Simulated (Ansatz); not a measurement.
The same path of ClH + F2H2Si (7 atoms, charge 0, multiplicity 1) was run twice with different band settings. Lost on the way: Si1–H2, Cl6–H7. Made: Si1–Cl6, H2–H7.

Method: RKS PBE0/def2-SVP in Ansatz 0.2.0.

Relaxed end points:

```xyz
7
Properties=species:S:1:pos:R:3
Si 0.434 0.000 -0.213
H 0.416 0.000 1.266
H 1.797 0.000 -0.793
F -0.339 1.306 -0.754
F -0.339 -1.306 -0.754
Cl -2.892 0.000 1.470
H -2.459 0.000 2.681
```

```xyz
7
Properties=species:S:1:pos:R:3
Si -0.412 0.000 -0.701
H -0.143 0.000 3.478
H 0.708 0.000 0.251
F -0.330 1.293 -1.646
F -0.330 -1.293 -1.646
Cl -2.212 0.000 0.246
H -0.661 0.000 2.920
```

Common settings: movable images 5; climbing image yes; spring 5.0 eV/Å²; optimiser quadratic models (default); start path through a guess of the saddle point; iteration limit 60; end points relaxed.

| run | force threshold |
| --- | --- |
| 1 | 0.05 eV/Å |
| 2 | 0.5 eV/Å |

Q: What does each run give, and how far can it be trusted?

A: Run 1: converged after 12 iterations, highest image 1.552 eV above the first end. Neighbouring images differ by up to 1.5 eV, so the band resolves the path poorly. A vibrational analysis at the climbing image gives one clearly imaginary mode, 977i cm⁻¹: a first-order saddle point.
Run 2: converged after 8 iterations, highest image 1.558 eV above the first end. The threshold of 0.5 eV/Å is loose, so the images may lie well off the minimum-energy path. Neighbouring images differ by up to 1.5 eV, so the band resolves the path poorly. The order of the point at the top wasn't checked.
The orbitals stay closed-shell, which can raise the energy where a bond breaks towards radicals; this wasn't checked here.
